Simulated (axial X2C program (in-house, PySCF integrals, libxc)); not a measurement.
## Spectroscopic constants of ZrTe⁻

Calculated with an axial X2C code built on PySCF integrals. Spin-free means the one-electron spin-free X2C Hamiltonian; two-component (2c) means X2C with spin–orbit coupling and atomic mean-field two-electron Coulomb and Gaunt terms, so the difference of the two also holds small scalar two-electron terms. Basis: Te dyall-acv3z [12s13p9d5f1g], Zr dyall-acv3z [12s13p10d6f3g] (cores contracted in-house); Gaussian nuclei, density fitting, unrestricted open shells. Masses: Te 129.906 u, Zr 89.905 u.

State, spin-free: M_S = 1/2, Λ = 2 (beyond evenly filled blocks: δ+α); electrons by block: σα: 20, σβ: 20, π+α: 10, π+β: 10, π-α: 10, π-β: 10, δ+α: 4, δ+β: 3, δ-α: 3, δ-β: 3. Fragments: Te- + Zr.

State, 2c: Ω = 3/2 (⟨Sz⟩ = -0.50, ⟨Lz⟩ = 2.00 at LDA); electrons by block: 1/2: 30, -1/2: 30, 3/2: 14, -3/2: 13, 5/2: 3, -5/2: 3. Fragments: Te- + Zr.

```json
{"Hamiltonian": "spin-free", "level": "PBE0", "Re (Å)": "2.600", "ωe (cm⁻¹)": "261.6", "ωexe (cm⁻¹)": "0.462", "Be (cm⁻¹)": "0.04693", "αe (cm⁻¹)": "0.000112", "De (eV)": "3.61", "k (mdyn/Å)": "2.14", "μ (D)": "-2.06"}
{"Hamiltonian": "spin-free", "level": "HF", "Re (Å)": "2.686", "ωe (cm⁻¹)": "242.5", "ωexe (cm⁻¹)": "0.437", "Be (cm⁻¹)": "0.04399", "αe (cm⁻¹)": "0.000106", "De (eV)": "n/a", "k (mdyn/Å)": "1.84", "μ (D)": "-0.67"}
{"Hamiltonian": "spin-free", "level": "CCSD", "Re (Å)": "2.643", "ωe (cm⁻¹)": "259.1", "ωexe (cm⁻¹)": "0.444", "Be (cm⁻¹)": "0.04541", "αe (cm⁻¹)": "0.000101", "De (eV)": "3.21", "k (mdyn/Å)": "2.1", "μ (D)": "n/a"}
{"Hamiltonian": "spin-free", "level": "CCSD(T)", "Re (Å)": "2.642", "ωe (cm⁻¹)": "259.4", "ωexe (cm⁻¹)": "0.426", "Be (cm⁻¹)": "0.04544", "αe (cm⁻¹)": "0.000101", "De (eV)": "3.40", "k (mdyn/Å)": "2.11", "μ (D)": "n/a"}
{"Hamiltonian": "spin-free", "level": "LDA", "Re (Å)": "2.562", "ωe (cm⁻¹)": "269.4", "ωexe (cm⁻¹)": "0.499", "Be (cm⁻¹)": "0.04835", "αe (cm⁻¹)": "0.000119", "De (eV)": "4.61", "k (mdyn/Å)": "2.27", "μ (D)": "-1.90"}
{"Hamiltonian": "2c", "level": "LDA", "Re (Å)": "2.563", "ωe (cm⁻¹)": "267.3", "ωexe (cm⁻¹)": "0.505", "Be (cm⁻¹)": "0.04831", "αe (cm⁻¹)": "0.000121", "De (eV)": "n/a", "k (mdyn/Å)": "2.24", "μ (D)": "-1.94"}
```

Correlated methods: 11 electrons correlated (number of frozen shells: Te 4 s, 3 p, 2 d; Zr 4 s, 3 p, 1 d), 407 virtual spin orbitals or spinors in MP2, 90 natural virtuals in coupled cluster.

Dipoles are positive if Zr is the positive end and refer to the centre of mass.

The state is one determinant whose occupation by symmetry is held fixed; it was picked as the lowest of a PBE0 search that is not exhaustive. Dissociation energies refer to the lowest single-determinant-based atoms at the same level and basis. De is not given where an atomic determinant may have missed its ground term or J level, or where the truncated virtual space spoils (T). Density functionals use the spin component along the axis (collinear). Coupled cluster ran in a truncated set of natural virtual spinors; the MP2 energy of the rest was added. (T) has no such correction and the atoms are truncated less, which lowers De at CCSD(T) by a hundredth of an eV or more. PBE0 can misorder states that lie within some tenths of an eV, so this need not be the ground state of the molecule. The nearest other spin-free determinant of the search, M_S = 3/2, Λ = 3, lies 0.33 eV up at the distance of the search. Without a current term, density functionals place determinants with orbital angular momentum somewhat too high. The outer-core s and p shells of the metal are frozen in the correlated rows, which leaves out core–valence correlation; for alkali and alkaline-earth bonds that tends to lengthen them. The highest occupied level of some functionals is positive through self-interaction error; at Hartree–Fock it is bound. The determinant is spin-polarised beyond a pure state at some levels (its spin-free form has ⟨S²⟩ too high), which makes Re and μ there less reliable. The T1 diagnostic is large, a sign of multireference character. With the outer-core shells frozen, correlated bond lengths of heavy atoms tend to come out a few hundredths of an ångström too long.

No reliable constants came from CCSD (2c), CCSD(T) (2c), HF (2c), MP2 (2c), MP2 (spin-free), PBE0 (2c): no minimum in range, unconverged points, a curve that is not smooth, a change of character along it, or the two Hamiltonians disagreeing along it.

Rough cost a point (2c) on 1 thread(s) of a shared host, integrals apart: LDA 0.8 s.

The whole task took 8.7 min on 1 thread of Arm Neoverse V1, with other jobs on the host.
